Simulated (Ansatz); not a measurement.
`C[N](C)[Mg][F]` + silanol → `[F][Mg][O][SiH3]` + dimethylamine  (ligand exchange at a Mg–N bond)

Isolated molecules relaxed with PBE0-D4/def2-TZVP in Ansatz; ΔE leaves out vibrations. CCSD(T)/CBS is the MP2 limit (def2-TZVPP, def2-QZVPP) plus CCSD(T) − MP2 in def2-TZVPP, frozen cores. DFT in def2-TZVPP. B3LYP here is the variant with VWN-RPA as its local correlation; programs differ in this. For Mg outer-core shells are correlated without core-valence functions, which leaves a few kJ/mol of doubt a bond. Each species was taken in one conformer, which may not be the lowest.

| level | ΔE (kJ/mol) |
| --- | --- |
| PBE-D4 | -100.7 |
| BLYP-D4 | -104.8 |
| B3LYP-D4 | -109.7 |
| CAM-B3LYP-D4 | -112.8 |
| CCSD(T)/def2-TZVPP | -109.0 |
| HF/def2-QZVPP | -130.5 |
| SCS-MP2/def2-QZVPP | -114.5 |
| MP2/CBS(def2) | -112.0 |

Q: What does CCSD(T)/CBS give? (Estimate.)

A: Ansatz gave: -112.5 kJ/mol. The listed levels differ from it by 11.8, 7.7, 2.8, -0.3, 3.5, -18.0, -2.0, 0.5 kJ/mol.

Largest T1 diagnostic among the species: 0.012.

In def2-TZVPP, CCSD(T) changes the Hartree–Fock value by +18.9 kJ/mol (the triples alone add +3.2 kJ/mol) and MP2 by +19.3 kJ/mol. At CCSD(T), def2-SVP lies −4.3 kJ/mol from the extrapolated value and def2-TZVPP +3.5 kJ/mol. Leaving LDA and LC-ωPBE aside and taking each functional with its dispersion term where it has one, the values, not all of them listed here, spread over 16.6 kJ/mol, from BHLYP-D4 to revPBE-D4. LDA lies +4.5 kJ/mol from PBE without D4.
